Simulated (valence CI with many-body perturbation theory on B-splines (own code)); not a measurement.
# Os³⁷⁺: E2, M1 decay

Calculated by relativistic CI+MBPT: three valence electrons over a frozen Dirac-Fock core [Kr], a basis of 9 s, 9 p, 10 d, 8 f, 5 g, 3 h, 1 i functions for each j, with the one-electron correlation potential Σ1, the two-electron term Σ2, the three-electron term Σ3, Breit, model QED; selected CI, second order for the rest (own B-spline code, finite nucleus).

No measured spectrum was set against this ion. As an estimate, large intervals hold to a few tenths of a per cent, small ones and those within an open d or f shell to about a per cent. Only levels of the ground parity were solved; by the run's estimate the other parity begins above the list, which can be wrong where configurations are misplaced.

Lines 1 to 50 of 54 in falling wavelength, among levels below 604030 cm⁻¹, chosen from the decays that carry over 1 % of a level's rate. Wavelengths and rates use the calculated energies. Electric multipoles are in the length gauge, E1 and E2 with the static RPA response of the core. Weak lines are less certain than strong ones. Lines between different terms over intervals too small for the method are left out, as are lines whose strength nearly cancels. The highest levels of a list are the least certain.

Levels are named by their leading jj configuration (3d3/2^4 stands for four electrons in 3d with j = 3/2), which in mixed levels can hold well under half, so a name can repeat and another be missing. Letters in brackets count levels of one name in rising energy.

```tsv
λ vac (nm)	Upper	Lower	Type	A (s⁻¹)	Branch %
4119	(4d3/2^2 4d5/2) J=9/2	(4d3/2^2 4d5/2) J=7/2	M1	1.05e-01	99.8
307.0	(4d3/2^2 4d5/2) J=7/2	(4d3/2^2 4d5/2) J=5/2 [a]	M1	4.85e+02	95.2
137.9	(4d3/2^2 4d5/2) J=5/2 [b]	(4d3/2^2 4d5/2) J=7/2	M1	3.81e+02	3.5
136.0	(4d3/2 4d5/2^2) J=7/2 [b]	(4d3/2 4d5/2^2) J=7/2 [a]	M1	8.85e+02	2.0
117.3	(4d3/2^2 4d5/2) J=5/2 [b]	(4d3/2^2 4d5/2) J=3/2	M1	2.25e+03	20.4
106.4	(4d3/2 4d5/2^2) J=3/2 [b]	(4d3/2 4d5/2^2) J=1/2	M1	2.04e+03	2.0
102.5	(4d3/2 4d5/2^2) J=3/2 [a]	(4d3/2^2 4d5/2) J=5/2 [b]	M1	2.44e+03	1.4
102.0	(4d5/2^3) J=3/2	(4d3/2 4d5/2^2) J=3/2 [b]	M1	3.63e+03	2.0
96.72	(4d3/2 4d5/2^2) J=3/2 [b]	(4d3/2 4d5/2^2) J=3/2 [a]	M1	3.32e+03	3.2
95.15	(4d3/2^2 4d5/2) J=5/2 [b]	(4d3/2^2 4d5/2) J=5/2 [a]	M1	6.34e+02	5.8
88.61	(4d3/2 4d5/2^2) J=5/2 [a]	(4d3/2^2 4d5/2) J=5/2 [b]	M1	1.45e+04	16.7
76.25	(4d5/2^3) J=5/2	(4d3/2 4d5/2^2) J=3/2 [b]	M1	9.32e+03	3.9
72.67	(4d3/2 4d5/2^2) J=5/2 [b]	(4d3/2^2 4d5/2) J=5/2 [b]	M1	2.24e+04	40.2
71.09	(4d5/2^3) J=9/2	(4d3/2 4d5/2^2) J=11/2	M1	5.70e+03	3.3
70.83	(4d3/2 4d5/2^2) J=7/2 [a]	(4d3/2^2 4d5/2) J=7/2	M1	2.64e+04	18.5
70.33	(4d3/2 4d5/2^2) J=7/2 [b]	(4d3/2^2 4d5/2) J=5/2 [b]	M1	5.34e+03	11.8
69.63	(4d3/2^2 4d5/2) J=5/2 [a]	(4d3/2^3) J=3/2	M1	7.42e+04	100.0
65.15	(4d3/2 4d5/2^2) J=9/2	(4d3/2^2 4d5/2) J=9/2	M1	5.14e+04	62.4
64.14	(4d3/2 4d5/2^2) J=9/2	(4d3/2^2 4d5/2) J=7/2	M1	3.09e+04	37.5
61.98	(4d5/2^3) J=3/2	(4d3/2 4d5/2^2) J=5/2 [b]	M1	5.74e+03	3.1
61.18	(4d3/2^2 4d5/2) J=3/2	(4d3/2^3) J=3/2	M1	6.02e+04	99.8
60.25	(4d3/2 4d5/2^2) J=3/2 [a]	(4d3/2^2 4d5/2) J=1/2	M1	1.80e+04	10.2
58.09	(4d5/2^3) J=9/2	(4d3/2 4d5/2^2) J=9/2	M1	6.93e+04	39.8
57.55	(4d3/2 4d5/2^2) J=7/2 [a]	(4d3/2^2 4d5/2) J=5/2 [a]	M1	1.16e+05	81.4
57.03	(4d3/2 4d5/2^2) J=1/2	(4d3/2^2 4d5/2) J=1/2	M1	1.05e+05	93.8
56.76	(4d3/2^2 4d5/2) J=7/2	(4d3/2^3) J=3/2	E2	2.43e+01	4.8
55.47	(4d3/2^2 4d5/2) J=1/2	(4d3/2^3) J=3/2	M1	2.26e+04	99.1
54.71	(4d3/2 4d5/2^2) J=3/2 [a]	(4d3/2^2 4d5/2) J=3/2	M1	1.05e+05	59.9
54.07	(4d3/2 4d5/2^2) J=11/2	(4d3/2^2 4d5/2) J=9/2	M1	3.44e+04	99.5
53.94	(4d3/2 4d5/2^2) J=5/2 [a]	(4d3/2^2 4d5/2) J=7/2	M1	4.02e+03	4.6
53.73	(4d5/2^3) J=3/2	(4d3/2 4d5/2^2) J=5/2 [a]	M1	6.16e+04	33.4
53.51	(4d5/2^3) J=9/2	(4d3/2 4d5/2^2) J=7/2 [a]	M1	9.80e+04	56.2
52.66	(4d5/2^3) J=5/2	(4d3/2 4d5/2^2) J=7/2 [b]	M1	2.33e+04	9.7
52.07	(4d5/2^3) J=3/2	(4d3/2 4d5/2^2) J=1/2	M1	4.29e+04	23.3
52.04	(4d3/2 4d5/2^2) J=1/2	(4d3/2^2 4d5/2) J=3/2	M1	6.05e+03	5.4
51.42	(4d5/2^3) J=5/2	(4d3/2 4d5/2^2) J=5/2 [b]	M1	3.75e+04	15.6
50.47	(4d3/2 4d5/2^2) J=5/2 [a]	(4d3/2^2 4d5/2) J=3/2	M1	5.85e+04	67.1
49.77	(4d3/2 4d5/2^2) J=3/2 [b]	(4d3/2^2 4d5/2) J=5/2 [b]	M1	5.95e+04	58.3
49.65	(4d5/2^3) J=3/2	(4d3/2 4d5/2^2) J=3/2 [a]	M1	6.88e+04	37.3
49.35	(4d3/2 4d5/2^2) J=3/2 [a]	(4d3/2^2 4d5/2) J=5/2 [a]	M1	4.86e+04	27.7
47.59	(4d3/2 4d5/2^2) J=5/2 [b]	(4d3/2^2 4d5/2) J=7/2	M1	2.91e+04	52.3
47.11	(4d3/2 4d5/2^2) J=7/2 [b]	(4d3/2^2 4d5/2) J=9/2	M1	1.65e+04	36.6
46.57	(4d3/2 4d5/2^2) J=7/2 [b]	(4d3/2^2 4d5/2) J=7/2	M1	1.84e+04	40.7
45.88	(4d3/2 4d5/2^2) J=5/2 [a]	(4d3/2^2 4d5/2) J=5/2 [a]	M1	9.01e+03	10.3
45.61	(4d5/2^3) J=5/2	(4d3/2 4d5/2^2) J=5/2 [a]	M1	6.04e+04	25.1
42.63	(4d5/2^3) J=5/2	(4d3/2 4d5/2^2) J=3/2 [a]	M1	6.90e+04	28.6
41.20	(4d3/2 4d5/2^2) J=5/2 [b]	(4d3/2^2 4d5/2) J=5/2 [a]	M1	3.13e+03	5.6
40.44	(4d3/2 4d5/2^2) J=7/2 [b]	(4d3/2^2 4d5/2) J=5/2 [a]	M1	3.62e+03	8.0
40.21	(4d3/2^2 4d5/2) J=5/2 [b]	(4d3/2^3) J=3/2	M1	7.66e+03	69.7
37.96	(4d5/2^3) J=5/2	(4d3/2 4d5/2^2) J=7/2 [a]	M1	3.75e+04	15.6
```
